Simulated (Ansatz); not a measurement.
O₂Ti, triplet, at a GFN2-xTB geometry (such geometries of metal compounds can be far from the true shape) (the multiplicity is a formal guess); SVWN5/STO-3G (Ansatz, a quantum-chemistry and plane-wave program).

The Ansatz input:
Ansatz 0.2 input:
```yaml
crystal:
  periodic: [false, false, false]
  atoms:
    - {symbol: Ti, position_ang: [0.08713546, 0.01667738, 0.10503988]}
    - {symbol: O, position_ang: [1.09419603, 0.19006438, -1.18532302]}
    - {symbol: O, position_ang: [-1.33381854, -0.23592717, 0.89646335]}
basis:
  gaussian:
    orbitals: STO-3G
hamiltonian:
  xc: {name: SVWN5}
magnetization: {spin_polarized: true, initial_magnetization: 2}
scf: {lower_state_search: light}
```

Question: Predict the main parts of the log of this Ansatz run.

Answer: 
```
Functional definition: SVWN5
387 factors; integrals over basis functions are off by at most 1.5e-4 eV
mean field evaluation 1: about -26825.7263 eV, gradient 1.8e1 eV
mean field evaluation 2: about -26747.2344 eV, gradient 1.2e2 eV
mean field evaluation 4: about -26827.6400 eV, gradient 6.0e-1 eV
mean field evaluation 8: about -26827.6214 eV, gradient 1.9e-1 eV
mean field evaluation 16: about -26825.8532 eV, gradient 2.6e0 eV
mean field -26827.62156649 eV, -985.8969081535 hartree, gradient 6.3e-5 eV, S^2 2.001067; 0 other end points of the search recorded, 0 dependent functions left out
reference -26827.62158333 eV, -985.8969087724 hartree; 20, 18 occupied and 8, 10 virtual orbitals, 387 factors
Total energy: -26827.62158333 eV, -985.8969087724 hartree
```
